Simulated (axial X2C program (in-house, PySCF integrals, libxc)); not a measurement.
**Levels of CSe⁻ by electron attachment to CSe (EOM-EA-CCSD)**

Computed with an axial X2C code built on PySCF integrals: two-component X2C with atomic mean-field Coulomb and Gaunt terms, Gaussian nuclei, basis Se dyall-acv3z, C dyall-av3z with contracted cores.

R = 1.743 Å (1.045 times 1.668 Å, the PBE0 minimum at charge 0 for the lowest determinant).

Levels of CSe⁻ obtained by attaching an electron to CSe:

```csv
Ω,binding energy (eV),above lowest (cm⁻¹),attached spinor,one-particle weight
1/2,0.301,0,"50% C pπ, 21% Se dπ, 16% Se pπ",0.92
3/2,0.255,372,"47% C pπ, 21% Se dπ, 19% Se pπ",0.93
1/2,-0.950,10090,"56% Se pσ, 33% C pσ",0.99
1/2,-1.496,14488,"40% Se sσ, 37% C sσ, 16% C pσ",0.98
1/2,-1.534,14800,"69% C pπ, 29% Se pπ",0.99
3/2,-1.540,14843,"71% C pπ, 28% Se pπ",0.99
1/2,-2.053,18985,"46% C pσ, 30% Se pσ, 14% Se dσ",0.99
```

Task: Take the first Ω = 1/2 and Ω = 3/2 rows of π character: how far apart are they, and which lies lower?

Result: E(3/2) − E(1/2) = 372 − 0 = 372 cm⁻¹ at EOM-EA-CCSD: regular, Ω = 1/2 lower. Splittings at this level can be off by ten to twenty per cent.

Negative binding energies belong to unbound states, resonances or levels that the basis set holds; within some tenths of an eV of zero the sign is not settled.

This point took 24 s on 1 thread of Arm Neoverse N1, with other jobs on the host.

Reference electrons by ω block (each with its −ω partner): 1/2: 14, 3/2: 5, 5/2: 1. 10 electrons of CSe correlated (inner shells frozen), 92 natural virtual spinors (a truncated set); levels can be off by some tenths of an eV. Roots sought by Ω: (1/2: 5, 3/2: 4, 5/2: 2, 7/2: 1); rows need 60 % one-particle weight and stop where some Ω has no more roots. Missing are any skipped roots, higher Ω and states of a further excitation; these come out far too high here and may in truth be low or lowest. T1 of the reference 0.036 (Lee–Taylor). Number of frozen shells: Se 3 s, 2 p, 1 d; C 1 s. Large amplitudes in the reference (orbital relaxation or multireference character) lower the reliability.
